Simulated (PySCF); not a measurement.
Computed NMR parameters against published values

Geometry:
| atom | x (Å) | y (Å) | z (Å) |
| --- | --- | --- | --- |
| C1 | 2.412 | -1.087 | -0.004 |
| O2 | 1.556 | -0.115 | 0.526 |
| C3 | 0.545 | 0.281 | -0.378 |
| C4 | -0.515 | -0.815 | -0.611 |
| C5 | -1.863 | -0.116 | -0.456 |
| C6 | -1.586 | 0.922 | 0.625 |
| C7 | -0.218 | 1.468 | 0.226 |
| H8 | 3.185 | -1.284 | 0.739 |
| H9 | 2.889 | -0.736 | -0.930 |
| H10 | 1.889 | -2.028 | -0.224 |
| H11 | 1.024 | 0.567 | -1.325 |
| H12 | -0.403 | -1.333 | -1.566 |
| H13 | -0.397 | -1.558 | 0.185 |
| H14 | -2.673 | -0.805 | -0.207 |
| H15 | -2.138 | 0.388 | -1.389 |
| H16 | -2.353 | 1.695 | 0.693 |
| H17 | -1.525 | 0.430 | 1.601 |
| H18 | 0.349 | 1.895 | 1.053 |
| H19 | -0.337 | 2.249 | -0.531 |

PySCF 2.14.0 with density-fitted response routines calculation with σ from GIAO-B97-2/pcSseg-2 and coordinates at the PBE0-D3(BJ)/def2-TZVP level; one computed conformer, one averaged value for each set of equivalent atoms, no solvent, no relativistic terms.

Reference values: measured (liquid, neat, 295 K; 17O NMR survey of organic solvents and oxofluorinated compounds, PMC5915748).
| atoms | quantity | reference | computed | computed, scaled |
| --- | --- | --- | --- | --- |
| O2 | δ ¹⁷O vs D2O (external) | 5.1 | – | 17.0 |

Reference values: measured (solution, not stated per compound (mostly CDCl3 or CCl4); Pretsch, Buehlmann, Badertscher, Structure Determination of Organic Compounds, 4th ed. (2009)).
```csv
atoms,quantity,reference,computed,"computed, scaled"
C3,δ ¹³C,82.2,87.0,81.9
C4/C7,δ ¹³C,31.4,38.4,35.0
C5/C6,δ ¹³C,23.1,31.0,27.8
```

Computed shifts are σ(ref) − σ with the named reference compound (TMS for H and C) calculated as an isolated molecule at the same level. The measured values may be among those fitted. Shieldings were converted by linear fits to measured shifts (mostly CDCl3, TMS scale, for H and C): ¹³C: δ = 176.83 − 0.965σ (rms 2.0 ppm, 507 shifts, 2.1 ppm with the 1 outlier that the fit left out); ¹⁷O: δ = 275.01 − 0.945σ (rms 12.8 ppm, 79 shifts vs liquid water, solution or neat liquid). A few per cent of atoms miss by over 2 rms, more outside the fitted compound classes.

How far are the unscaled ¹³C shifts from the references?

Results:

Mean signed difference +6.57 ppm, mean absolute 6.57 ppm over 3 comparisons; the largest is +7.9 ppm at C5/C6 (sp3 CH2 in a ring).
